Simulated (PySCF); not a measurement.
This script is equivalent to a calculation on Rb (rubidium, neutral).

```python
from pyscf import gto, scf, dft, mp, cc
import basis_set_exchange as bse
txt = bse.get_basis("def2-TZVP", elements=["Rb"], fmt="nwchem", header=False)
cut = txt.index("\nECP")
mol = gto.M(atom="Rb 0 0 0", charge=0, spin=1, symmetry="D2h",
            basis=gto.basis.parse(txt[:cut]),
            ecp={"Rb": gto.basis.parse_ecp(txt[cut:])})
mf = scf.UHF(mol)
mf.irrep_nelec = {'Ag': (2, 1), 'B1u': (1, 1), 'B2u': (1, 1), 'B3u': (1, 1)}
mf.kernel()
```

Task: What total energy does it give?

Result: -23.80256 hartree (calculated).

Task: Which occupied shell lies highest, and where?

Result: 5s α, at -3.818 eV.

Task: What is ⟨S²⟩, and what would a pure spin state give?

Result: 0.750, against 0.75.

Energies and moments cover only the electrons outside the core potential.
